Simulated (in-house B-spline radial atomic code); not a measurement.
A fraction x of an electron is removed from 4p in Br V (Br4+), starting from [Ar] 3d10 4s2 4p1 and keeping the highest spin. Level of theory: non-relativistic r2SCAN, spin-polarised, spherical fractional occupations, point nucleus; calculated with a radial B-spline atomic code at the basis-set limit.

```json
{"x": "0", "E(x) - E(0) (eV)": "0.0000", "4p up level (eV)": "-53.044"}
{"x": "0.1", "E(x) - E(0) (eV)": "5.3635", "4p up level (eV)": "-54.226"}
{"x": "0.25", "E(x) - E(0) (eV)": "13.6303", "4p up level (eV)": "-55.998"}
{"x": "0.29", "E(x) - E(0) (eV)": "15.8797", "4p up level (eV)": "-56.471"}
{"x": "0.41", "E(x) - E(0) (eV)": "22.7411", "4p up level (eV)": "-57.886"}
{"x": "0.5", "E(x) - E(0) (eV)": "27.9985", "4p up level (eV)": "-58.944"}
{"x": "0.61", "E(x) - E(0) (eV)": "34.5533", "4p up level (eV)": "-60.233"}
{"x": "0.68", "E(x) - E(0) (eV)": "38.7982", "4p up level (eV)": "-61.049"}
{"x": "0.76", "E(x) - E(0) (eV)": "43.7192", "4p up level (eV)": "-61.975"}
{"x": "0.95", "E(x) - E(0) (eV)": "55.7008", "4p up level (eV)": "-64.135"}
{"x": "1", "E(x) - E(0) (eV)": "58.9217", "4p up level (eV)": "-"}
```

The exact functional would give a straight line between the two integer points. Deviations E(x) - E(0) - x[E(1) - E(0)], in eV: -0.529 at x = 0.1, -1.1 at x = 0.25, -1.208 at x = 0.29, -1.417 at x = 0.41, -1.462 at x = 0.5, -1.389 at x = 0.61, -1.269 at x = 0.68, -1.061 at x = 0.76, -0.275 at x = 0.95.

The curve lies below the straight line by up to 1.462 eV (at x = 0.5): convex, the delocalisation error that favours fractional charges.

Task: How well does Slater's transition state (minus the level at half occupation) give the ionisation energy?

Result: It gives 58.944 eV against 58.922 eV from the two total energies; NIST lists 59.59 eV, ground level to ground level.
